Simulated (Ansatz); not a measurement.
Total energies of F3GeH, SMILES `[F][GeH]([F])[F]`.

```xyz
5

F    -1.470   -0.802    0.056
Ge    0.058   -0.048   -0.044
F     0.555    0.249    1.562
F    -0.206    1.481   -0.757
H     1.063   -0.880   -0.817
```

Charge 0, multiplicity 1. Correlated methods include outer-core shells of Ge, which these sets cover unevenly. Scalar relativity is left out up to krypton. All single points use the PBE0-D4/def2-TZVP geometry. Basis def2-TZVPP, Ansatz 0.2.0.

RPA on PBE orbitals: Hartree–Fock energy of these orbitals -2374.45311 Eh, correlation -1.48419 Eh (frozen core).

```csv
functional,energy without D4 (Eh),D4 term (kJ/mol)
LDA (SPW92),-2372.32468,–
PBE,-2376.78793,-7.0
revPBE,-2377.11785,-21.7
BLYP,-2377.42363,-15.7
r2SCAN,-2377.25934,-1.6
B97M-V,-2376.89210,–
PBE0,-2376.83867,-5.8
B3LYP,-2377.43240,-11.4
r2SCANh,-2377.23402,-1.7
r2SCAN0,-2377.19776,-1.8
HSE06 (plane-wave form),-2376.82761,-5.4
BHLYP,-2377.26084,-8.6
CAM-B3LYP,-2377.44715,-5.8
LC-ωPBE,-2376.95595,–
ωB97X-V,-2377.09680,–
ωB97M-V,-2377.20240,–
B2PLYP,-2376.86928,–
PBE-QIDH,-2376.48385,–
```

B3LYP takes the VWN-RPA correlation (the form of Gaussian; ORCA's B3LYP/G). HSE06 is the plane-wave form, built on full-range PBE exchange. The double hybrids freeze the cores in their second-order part.

LC-ωPBE has ω = 0.4 bohr⁻¹.
